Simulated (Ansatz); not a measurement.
Basis sets compared for Pt₂Au₃⁺. The state is a singlet with charge 1. Geometry PBE-D4/def2-SVP. Ansatz on 4 threads of Intel Xeon on a shared host; times are rough, and most runs start from earlier orbitals.

```
atom   x (Å)   y (Å)   z (Å)
 Pt1  -0.026   1.447  -1.479
 Pt2  -0.417  -0.336   0.145
 Au3   0.980   0.137   2.338
 Au4  -2.359   0.434  -1.549
 Au5   1.822  -1.682   0.544
```

In the def2 sets Au, Pt take a core potential; there is no spin–orbit coupling. The restricted singlet is unstable towards broken spin symmetry in Hartree–Fock (as tested in another run); at PBE-D4/def2-SVP, PBE-D4/def2-TZVP, PBE0-D4/def2-SVP, PBE0-D4/def2-TZVP this wasn't settled. No other spin state of charge 1 was run. Another isomer (singlet) lies 0.13 eV lower at PBE-D4/def2-SVP; other spin states weren't run for this one.

```
           level  functions  energy (Eh)  HOMO (eV)  LUMO (eV)  wall time
 PBE-D4/def2-SVP        160    -645.9104      -9.94      -9.81        6 s
PBE0-D4/def2-SVP        160    -645.6380     -11.07      -8.76      9.5 s
```

**Question.** Estimate the rows for PBE-D4/def2-TZVP (with forces), PBE0-D4/def2-TZVP.

**Answer.** 
```tsv
level	functions	energy (Eh)	HOMO (eV)	LUMO (eV)	wall time
PBE-D4/def2-TZVP (with forces)	200	-645.9517	-9.90	-9.77	9.1 s
PBE0-D4/def2-TZVP	200	-645.6796	-11.00	-8.70	15 s
```
